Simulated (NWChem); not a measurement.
System: IrF6, quartet; SMILES [F][Ir]([F])([F])([F])([F])[F]

Here is an NWChem input.

```
start job
memory heap 200 mb stack 900 mb global 1100 mb
geometry units angstroms noautoz
  Ir     0.000000     0.000000     0.000000
  F     -0.359001    -1.322863     1.275461
  F      0.359001     1.322863    -1.275461
  F      0.365837    -1.325026    -1.271273
  F     -1.800811    -0.005460    -0.512529
  F      1.800811     0.005460     0.512529
  F     -0.365837     1.325026     1.271273
end
basis spherical
  Ir library def2-svp
  F library def2-svp
end
ecp
  Ir library def2-ecp
end
dft
  odft
  mult 4
  xc scan
  iterations 150
  mulliken
end
task dft gradient
```

Output (shortened):

```
             Northwest Computational Chemistry Package (NWChem) 7.3.0
             --------------------------------------------------------

 CI  symmetry detected

                             Geometry "geometry" -> ""
                             -------------------------

 Output coordinates in angstroms (scale by  1.889725989 to convert to a.u.)

  No.       Tag          Charge          X              Y              Z
 ---- ---------------- ---------- -------------- -------------- --------------
    1 Ir                  77.0000     0.00000000     0.00000000     0.00000000
    2 F                    9.0000    -0.59016093    -1.14906614     1.35536197
    3 F                    9.0000     0.59016093     1.14906614    -1.35536197
    4 F                    9.0000     0.44435459    -1.47823725    -1.05973076
    5 F                    9.0000    -1.72043540     0.01236456    -0.73863739
    6 F                    9.0000     1.72043540    -0.01236456     0.73863739
    7 F                    9.0000    -0.44435459     1.47823725     1.05973076

 Effective nuclear repulsion energy (a.u.)    1403.7644065759

      Symmetry information
      --------------------

 Group name             Ci
 Group number              3
 Group order               2
 No. of unique centers     4

                                 NWChem DFT Module
                                 -----------------

 Summary of "ao basis" -> "ao basis" (spherical)
 ------------------------------------------------------------------------------
       Tag                 Description            Shells   Functions and Types
 ---------------- ------------------------------  ------  ---------------------
 Ir                         def2-svp                12       32   6s3p2d1f
 F                          def2-svp                 6       14   3s2p1d

      Symmetry analysis of basis
      --------------------------

        ag         58
        au         58

            General Information
            -------------------
          SCF calculation type: DFT
          Wavefunction type:  spin polarized.
          No. of atoms     :     7
          No. of electrons :    71
           Alpha electrons :    37
            Beta electrons :    34
          Charge           :     0
          Spin multiplicity:     4
          Use of symmetry is: on ; symmetry adaption is: on
          Maximum number of iterations: 150
          AO basis - number of functions:   116
                     number of shells:    48
          Convergence on energy requested:  1.00D-06
          Convergence on density requested:  1.00D-05
          Convergence on gradient requested:  5.00D-04

              XC Information
              --------------
                         SCAN Method XC Functional
                  SCAN metaGGA Exchange Functional  1.000
                        SCAN Correlation Potential  1.000

             Grid Information
             ----------------
          Grid used for XC integration:  medium
          Radial quadrature: Mura-Knowles
          Angular quadrature: Lebedev.
          Tag              B.-S. Rad. Rad. Pts. Rad. Cut. Ang. Pts.
          ---              ---------- --------- --------- ---------
          Ir                  1.35      123           7.0       590
          F                   0.50       49           8.0       434
          Grid pruning is: on
          Number of quadrature shells:   270
          Spatial weights used:  Erf1

      Superposition of Atomic Density Guess
      -------------------------------------

 Sum of atomic energies:        -711.38911181

      Non-variational initial energy
      ------------------------------

 Total energy =    -698.858059
 1-e energy   =   -1988.442467
 2-e energy   =     801.538279
 HOMO         =      -0.234445
 LUMO         =      -0.234444

 !!!!!!!!!!!!!!!!!!!!!!!!!!!!!!!!!!!!!!!!!!!!!!!!!!!!!!!!!!!!!!!!!!!!!!
 Warning - the HOMO and LUMO are degenerate and you are using symmetry.
 This can lead to non-variational energies and poor convergence.
 Modify the initial guess, or use an open-shell wavefunction, or turn
 off symmetry.
 !!!!!!!!!!!!!!!!!!!!!!!!!!!!!!!!!!!!!!!!!!!!!!!!!!!!!!!!!!!!!!!!!!!!!!

   Symmetry analysis of molecular orbitals - initial alpha
   -------------------------------------------------------

  Numbering of irreducible representations:

     1 ag          2 au

  Orbital symmetries:

     1 ag          2 ag          3 ag          4 au          5 au
     6 au          7 ag          8 au          9 au         10 au
    11 ag         12 ag         13 ag         14 au         15 au
    16 au         17 ag         18 ag         19 ag         20 ag
    21 ag         22 ag         23 au         24 au         25 au
    26 au         27 au         28 au         29 au         30 au
    31 au         32 ag         33 ag         34 ag         35 ag
    36 ag         37 ag         38 ag         39 ag         40 ag
    41 au         42 au         43 au         44 ag         45 ag
    46 ag         47 ag

   Symmetry analysis of molecular orbitals - initial beta
   ------------------------------------------------------

  Numbering of irreducible representations:

     1 ag          2 au

  Orbital symmetries:

     1 ag          2 ag          3 ag          4 au          5 au
     6 au          7 ag          8 au          9 au         10 au
    11 ag         12 ag         13 ag         14 au         15 au
    16 au         17 ag         18 ag         19 ag         20 ag
    21 ag         22 ag         23 au         24 au         25 au
    26 au         27 au         28 au         29 au         30 au
    31 au         32 ag         33 ag         34 ag         35 ag
    36 ag         37 ag         38 ag         39 ag         40 ag
    41 au         42 au         43 au         44 ag         45 ag
    46 ag         47 ag

     ---------------------------------------------
      Total Density - Mulliken Population Analysis
     ---------------------------------------------

    Atom       Charge   Shell Charges
 -----------   ------   -------------------------------------------------------
    1 Ir  17    13.27   0.05 -0.41  1.79  0.60  0.26  0.05  5.44  0.68  0.14  3.90  0.68  0.10
    2 F    9     9.62   1.99  1.15  0.81  3.49  2.18  0.00
    3 F    9     9.62   1.99  1.15  0.81  3.49  2.18  0.00
    4 F    9     9.62   1.99  1.15  0.81  3.49  2.18  0.00
    5 F    9     9.62   1.99  1.15  0.81  3.49  2.18  0.00
    6 F    9     9.62   1.99  1.15  0.81  3.49  2.18  0.00
    7 F    9     9.62   1.99  1.15  0.81  3.49  2.18  0.00

     --------------------------------------------
      Spin Density - Mulliken Population Analysis
     --------------------------------------------

    Atom       Charge   Shell Charges
 -----------   ------   -------------------------------------------------------
    1 Ir  17     2.48   0.00 -0.00  0.00 -0.00  0.00  0.00  0.00  0.00  0.00  2.25  0.23  0.00
    2 F    9     0.09   0.00  0.00 -0.00  0.07  0.02  0.00
    3 F    9     0.09   0.00  0.00 -0.00  0.07  0.02  0.00
    4 F    9     0.09   0.00  0.00 -0.00  0.07  0.02  0.00
    5 F    9     0.09   0.00  0.00 -0.00  0.07  0.02  0.00
    6 F    9     0.09   0.00  0.00 -0.00  0.07  0.02  0.00
    7 F    9     0.09   0.00  0.00 -0.00  0.07  0.02  0.00

   convergence    iter        energy       DeltaE   RMS-Dens  Diis-err
 ---------------- ----- ----------------- --------- --------- ---------
 d= 0,ls=0.0,diis     1   -701.9712276849 -1.19D+03  2.62D-02  1.86D+00
                                                     2.92D-02  1.80D+00
 d= 0,ls=0.0,diis     2   -696.5524344338  5.42D+00  1.98D-02  1.37D+01
                                                     2.51D-02  1.24D+01
 d= 0,ls=0.0,diis     3   -702.7703015895 -6.22D+00  9.66D-04  1.68D-02
                                                     1.11D-03  2.25D-02
 d= 0,ls=0.0,diis     4   -702.7758753599 -5.57D-03  4.19D-04  6.75D-03
                                                     4.11D-04  5.72D-03
 d= 0,ls=0.0,diis     5   -702.7781740258 -2.30D-03  6.10D-05  9.82D-05
                                                     5.94D-05  9.56D-05
  Resetting Diis
 d= 0,ls=0.0,diis     6   -702.7782144147 -4.04D-05  1.83D-05  8.73D-06
                                                     5.15D-05  1.12D-05
 d= 0,ls=0.0,diis     7   -702.7782113407  3.07D-06  4.62D-05  1.72D-05
                                                     1.34D-04  1.81D-05
 d= 0,ls=0.0,diis     8   -702.7781372963  7.40D-05  3.57D-05  1.92D-04
                                                     1.03D-04  1.99D-04
 d= 0,ls=0.0,diis     9   -702.7782187379 -8.14D-05  1.24D-06  1.64D-08
                                                     3.22D-06  5.54D-08
 d= 0,ls=0.0,diis    10   -702.7782186874  5.05D-08  1.97D-06  1.97D-07
                                                     1.92D-06  1.77D-07

         Total DFT energy =     -702.778218687352
      One electron energy =    -1985.992026400058
           Coulomb energy =      868.132373888033
    Exchange-Corr. energy =      -72.964694855452
 Nuclear repulsion energy =      488.046128680124

 Numeric. integr. density =       70.999985910148

                  Occupations of the irreducible representations
                  ----------------------------------------------

                     irrep           alpha         beta
                     --------     --------     --------
                     ag               19.0         16.0
                     au               18.0         18.0

                    DFT Final Alpha Molecular Orbital Analysis
                    ------------------------------------------

 Vector   35  Occ=1.000000D+00  E=-3.618572D-01  Symmetry=ag
              MO Center=  5.5D-15,  5.2D-14,  1.9D-14, r^2= 2.6D+00
   Bfn.  Coefficient  Atom+Function         Bfn.  Coefficient  Atom+Function
  ----- ------------  ---------------      ----- ------------  ---------------
    18      0.643136  1 Ir d  0              66     -0.215995  4 F  pz
   108      0.215995  7 F  pz                20      0.206284  1 Ir d  2
    37      0.185387  2 F  py                51     -0.185387  3 F  py
    17      0.168914  1 Ir d -1              38      0.167540  2 F  pz
    52     -0.167540  3 F  pz                69      0.146774  4 F  pz

 Vector   36  Occ=1.000000D+00  E=-3.618357D-01  Symmetry=ag
              MO Center=  8.2D-15,  4.4D-14,  4.5D-14, r^2= 2.6D+00
   Bfn.  Coefficient  Atom+Function         Bfn.  Coefficient  Atom+Function
  ----- ------------  ---------------      ----- ------------  ---------------
    16      0.425845  1 Ir d -2              19     -0.423326  1 Ir d  1
    20     -0.340577  1 Ir d  2              64     -0.262365  4 F  px
   106      0.262365  7 F  px                67      0.178283  4 F  px
   109     -0.178283  7 F  px                79     -0.168268  5 F  py
    93      0.168268  6 F  py                80     -0.161816  5 F  pz

 Vector   37  Occ=1.000000D+00  E=-3.618054D-01  Symmetry=ag
              MO Center=  4.6D-14,  2.9D-14, -2.7D-15, r^2= 2.6D+00
   Bfn.  Coefficient  Atom+Function         Bfn.  Coefficient  Atom+Function
  ----- ------------  ---------------      ----- ------------  ---------------
    16      0.483878  1 Ir d -2              19      0.331984  1 Ir d  1
    36     -0.253178  2 F  px                50      0.253178  3 F  px
    17      0.251906  1 Ir d -1              20      0.240329  1 Ir d  2
    79     -0.215734  5 F  py                93      0.215734  6 F  py
    39      0.172053  2 F  px                53     -0.172053  3 F  px

 Vector   38  Occ=0.000000D+00  E=-1.836269D-01  Symmetry=ag
              MO Center=  3.3D-14,  7.8D-15,  4.1D-15, r^2= 2.2D+00
   Bfn.  Coefficient  Atom+Function         Bfn.  Coefficient  Atom+Function
  ----- ------------  ---------------      ----- ------------  ---------------
    19      0.511812  1 Ir d  1              20     -0.490337  1 Ir d  2
    17     -0.367009  1 Ir d -1              18      0.274053  1 Ir d  0
    78     -0.247018  5 F  px                92      0.247018  6 F  px
    81      0.200119  5 F  px                95     -0.200119  6 F  px
    38     -0.190332  2 F  pz                52      0.190332  3 F  pz

 Vector   39  Occ=0.000000D+00  E=-1.836022D-01  Symmetry=ag
              MO Center=  2.1D-15,  3.0D-14,  2.2D-14, r^2= 2.2D+00
   Bfn.  Coefficient  Atom+Function         Bfn.  Coefficient  Atom+Function
  ----- ------------  ---------------      ----- ------------  ---------------
    17      0.672952  1 Ir d -1              20     -0.413084  1 Ir d  2
    16     -0.282303  1 Ir d -2              65      0.242357  4 F  py
   107     -0.242357  7 F  py                68     -0.196359  4 F  py
   110      0.196359  7 F  py                19      0.190236  1 Ir d  1
    66      0.173762  4 F  pz               108     -0.173762  7 F  pz

 Vector   40  Occ=0.000000D+00  E= 1.416125D-02  Symmetry=ag
              MO Center=  4.8D-16,  1.7D-15,  3.8D-15, r^2= 5.3D+00
   Bfn.  Coefficient  Atom+Function         Bfn.  Coefficient  Atom+Function
  ----- ------------  ---------------      ----- ------------  ---------------
     6      1.318896  1 Ir s                  3     -0.450360  1 Ir s
     2      0.271008  1 Ir s                  5      0.266577  1 Ir s
    35     -0.251661  2 F  s                 49     -0.251661  3 F  s
    63     -0.251648  4 F  s                 77     -0.251643  5 F  s
    91     -0.251643  6 F  s                105     -0.251648  7 F  s

                     DFT Final Beta Molecular Orbital Analysis
                     -----------------------------------------

 Vector   32  Occ=1.000000D+00  E=-3.986601D-01  Symmetry=ag
              MO Center=  6.7D-14, -4.1D-15, -2.0D-14, r^2= 3.9D+00
   Bfn.  Coefficient  Atom+Function         Bfn.  Coefficient  Atom+Function
  ----- ------------  ---------------      ----- ------------  ---------------
    79      0.325724  5 F  py                93     -0.325724  6 F  py
    64     -0.272413  4 F  px               106      0.272413  7 F  px
    82     -0.222275  5 F  py                96      0.222275  6 F  py
    67      0.185895  4 F  px               109     -0.185895  7 F  px
    66     -0.172960  4 F  pz               108      0.172960  7 F  pz

 Vector   33  Occ=1.000000D+00  E=-3.986596D-01  Symmetry=ag
              MO Center= -1.2D-14, -2.2D-14,  1.9D-14, r^2= 3.9D+00
   Bfn.  Coefficient  Atom+Function         Bfn.  Coefficient  Atom+Function
  ----- ------------  ---------------      ----- ------------  ---------------
    80      0.304320  5 F  pz                94     -0.304320  6 F  pz
    36      0.283330  2 F  px                50     -0.283330  3 F  px
    83     -0.207668  5 F  pz                97      0.207668  6 F  pz
    39     -0.193345  2 F  px                53      0.193345  3 F  px
    38      0.149862  2 F  pz                52     -0.149862  3 F  pz

[...]

                         DFT ENERGY GRADIENTS

    atom               coordinates                        gradient
                 x          y          z           x          y          z
   1 Ir      0.000000   0.000000   0.000000    0.000000   0.000000   0.000000
   2 F      -1.115242  -2.171420   2.561263   -0.003829  -0.007409   0.008777
   3 F       1.115242   2.171420  -2.561263    0.003829   0.007409  -0.008777
   4 F       0.839708  -2.793463  -2.002601    0.002881  -0.009531  -0.006833
   5 F      -3.251151   0.023366  -1.395822   -0.011126   0.000113  -0.004783
   6 F       3.251151  -0.023366   1.395822    0.011126  -0.000113   0.004783
   7 F      -0.839708   2.793463   2.002601   -0.002881   0.009531   0.006833
```

Level: SCAN/def2-SVP with def2 effective core potentials on Ir, spin-unrestricted. In the optimisation the excess spin sits in ag (Ci, its own frame). Structure relaxed at the PBE-D3(BJ)/def2-SVP, spin-unrestricted level. Not confirmed as a minimum by frequencies. No stability test was run on the SCF state. def2 effective core potentials on Ir; no spin-orbit coupling.
